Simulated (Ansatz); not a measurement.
`O[Si@H](Cl)[Si@@H](O)Cl` at its PBE0-D4/def2-TZVP geometry, where that method's forces vanish. Charge 0, multiplicity 1.

```xyz
10

O     0.7872    1.9652   -0.9462
Si    0.9849    0.3820   -0.5788
Cl    0.4607   -0.8153   -2.1916
Si   -0.4475   -0.4261    1.0965
O    -1.9272   -0.7052    0.4500
Cl    0.4270   -2.1591    1.7882
H    -0.0917    2.2830   -1.1605
H     2.4315    0.2063   -0.3365
H    -0.6774    0.4604    2.2577
H    -1.9474   -1.1912   -0.3788
```

(1) What forces (eV/Å) does PBE-D4/def2-TZVPP give on these atoms in Ansatz? (Best estimate.)

Answers

(1) Ansatz gave: 
```
O1   0.378  0.416 -0.024
Si2 -0.021 -0.324  0.240
Cl3 -0.071 -0.193 -0.229
Si4  0.366  0.161  0.022
O5  -0.520  0.153  0.191
Cl6  0.143 -0.260  0.122
H7  -0.408  0.149 -0.091
H8   0.190  0.002  0.022
H9  -0.055  0.111  0.141
H10 -0.002 -0.216 -0.394
```
